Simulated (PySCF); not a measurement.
CH₆O₃Sn, SMILES [CH3][Sn]([OH])([OH])[OH] (connectivity only; charge and spin as stated), charge +1, multiplicity 2.

Coordinates come from a B3LYP-D3(BJ)/def2-SVP optimisation. The def2 effective core potentials stand for the cores of Sn; spin–orbit coupling is left out. Other conformers were not sampled.

Calculation: IEF-PCM-B3LYP/def2-SVP (PySCF).

The values are the electrostatic part of the solvation free energy, E(continuum) − E(gas) at the gas-phase geometry, in a cavity of scaled van der Waals radii (PySCF's table); cavitation and dispersion terms are not included. A continuum can't describe solvent molecules that bind to the metal.

```
solvent              ε  ΔG(elec) (kcal/mol)
---------------  -----  -------------------
water            78.36                  ___
dichloromethane   8.93                -56.5
chloroform        4.71                -49.7
```

Task: What belongs in the gaps? (Estimate from the structure and the level; the computed values follow.)

Result: 
- water, ΔG(elec) (kcal/mol): -63.3
